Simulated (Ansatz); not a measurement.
`F[SiH2][SiH3]` + H₂Se → `F[SiH2][SeH]` + SiH₄ at 400 K and 1 bar (cleavage of the Si–Si bond).

Computed with Ansatz on PBE0-D4/def2-TZVP structures; ΔE is electronic, products minus reactants. CCSD(T)/CBS is the MP2 limit (def2-TZVPP, def2-QZVPP) plus CCSD(T) − MP2 in def2-TZVPP, frozen cores. This one scheme is used for every species. For Se outer-core shells are correlated without core-valence functions, which leaves a few kJ/mol of doubt a bond. Scalar relativity is left out up to krypton. Each species was taken in one conformer, which may not be the lowest.

```tsv
species	CCSD(T)/CBS energy (Eh)	H − E (kJ/mol)	S (J/(mol·K))
`F[SiH2][SiH3]`	-681.00067	143.3	339.5
H₂Se	-2401.89790	49.4	229.5
`F[SiH2][SeH]`	-2791.46485	97.7	328.5
SiH₄	-291.46306	96.9	218.6
```

H − E and S are ideal-gas, rigid-rotor, harmonic terms from PBE0-D4/def2-TZVP, for one conformer and one mirror image of each species. 1 Eh = 2625.50 kJ/mol, R = 8.31446 J/(mol·K).

**Question.** By hand: ΔE, ΔH, ΔS and ΔG.

**Answer.** ΔE = (-2791.46485) + (-291.46306) − (-681.00067) − (-2401.89790) = -0.02934 Eh = -77.0 kJ/mol. Δ(H − E) = 97.7 + 96.9 − 143.3 − 49.4 = 1.9, so ΔH = -75.1 kJ/mol. ΔS = 328.5 + 218.6 − 339.5 − 229.5 = -21.9 J/(mol·K). ΔG = -75.1 − 400 × (-21.9)/1000 = -66.3 kJ/mol.

**Question.** By hand: the equilibrium constant, and the temperature at which ΔG would vanish if ΔH and ΔS stayed fixed.

**Answer.** log₁₀ K = −ΔG/(RT ln 10) = 8.7. ΔG = 0 at ΔH/ΔS = 3429 K, far beyond where these terms or the molecules hold.

ΔH outweighs TΔS. A doubt of 5 kJ/mol in ΔE shifts log₁₀ K by 0.7 here. Other conformers and mirror images would add mixing entropy, several J/(mol·K) or more a flexible species. These are equilibria of isolated gas molecules and say nothing of rates. Largest T1 diagnostic: 0.012 (customary marks: 0.02 for closed shells, 0.045 for open ones).
